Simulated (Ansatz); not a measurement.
C₃H₉GeO₃, doublet, geometry from GFN2-xTB, with bond 16-7 at 2.4 times its length; SC-NEVPT2/STO-3G, CASSCF(7,5) in Ansatz (a program for electronic structure).

The Ansatz input:
Ansatz 0.2 input:
```yaml
crystal:
  periodic: [false, false, false]
  atoms:
    - {symbol: C, position_ang: [-0.61838168, 2.65711798, -0.47368799]}
    - {symbol: O, position_ang: [0.28167801, 1.64805926, -0.12004656]}
    - {symbol: Ge, position_ang: [-0.10146108, -0.02129435, 0.56765665]}
    - {symbol: O, position_ang: [1.31961133, -1.03307622, -0.03510649]}
    - {symbol: C, position_ang: [2.67782576, -0.70440633, -0.01063467]}
    - {symbol: O, position_ang: [-1.48079186, -0.58969339, -0.51900884]}
    - {symbol: C, position_ang: [-1.81927713, -1.90230612, -0.85936855]}
    - {symbol: H, position_ang: [-1.51563757, 2.25576494, -0.94843923]}
    - {symbol: H, position_ang: [-0.90113059, 3.25793186, 0.39611601]}
    - {symbol: H, position_ang: [-0.09930685, 3.30317892, -1.18886451]}
    - {symbol: H, position_ang: [2.84701474, 0.34926346, -0.24019118]}
    - {symbol: H, position_ang: [3.12591536, -0.94526450, 0.95822358]}
    - {symbol: H, position_ang: [3.16174662, -1.31543798, -0.77925147]}
    - {symbol: H, position_ang: [-2.45049041, -2.36003779, -0.09155686]}
    - {symbol: H, position_ang: [-2.39044735, -1.84670516, -1.79156165]}
    - {symbol: H, position_ang: [0.30085001, -3.38963119, -1.25459239]}
basis:
  gaussian:
    orbitals: STO-3G
correlation: {method: sc_nevpt2, electrons: all, active_space: {window: {electrons: 7, orbitals: 5}}}
magnetization: {spin_polarized: false, initial_magnetization: 1}
```

Q: Write the output that Ansatz gives for this input, abridged.

A: 
```
Functional definition: HF
750 factors; integrals over basis functions are off by at most 3.8e-5 eV
mean field evaluation 1: about -65037.2461 eV, gradient 3.7e1 eV
mean field evaluation 2: about -65037.5554 eV, gradient 3.7e1 eV
mean field evaluation 4: about -65045.0542 eV, gradient 9.6e0 eV
mean field evaluation 8: about -65045.6365 eV, gradient 1.8e-1 eV
mean field evaluation 16: about -65046.4547 eV, gradient 6.1e0 eV
mean field evaluation 32: about -65044.1981 eV, gradient 9.1e0 eV
mean field -65047.09281209 eV, -2390.4365703413 hartree, gradient 3.3e-6 eV, S^2 0.750000; 5 other end points of the search recorded, 0 dependent functions left out
reference -65047.09281209 eV, -2390.4365703413 hartree; 42, 41 occupied and 15, 16 virtual orbitals, 750 factors
state -65050.40119473 eV, -2390.5581511608 hartree
state -65050.40119473 eV, -2390.5581511608 hartree; corrected -65058.48890514 eV, -2390.8553690362 hartree
Total energy: -65058.48890514 eV, -2390.8553690362 hartree
```
